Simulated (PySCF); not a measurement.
A calculated (TPSS, PySCF 2.14, jorge-DZP-DKH, the spin-free X2C one-electron Hamiltonian (Gaussian nucleus)) atom or ion has these occupied shells.

```tsv
shell	electrons	orbital energy (eV)	rms radius, mean of both spins (bohr)
1s α	1	-182.31	0.381
1s β	1	-182.05	0.381
2s α	1	-9.892	2.15
2s β	1	-8.711	2.15
2p α	1	-4.389	2.43
```

Task: Name the element and its charge.

Result: B (boron, neutral), in [He] 2s2 2p1, 2P determinant.
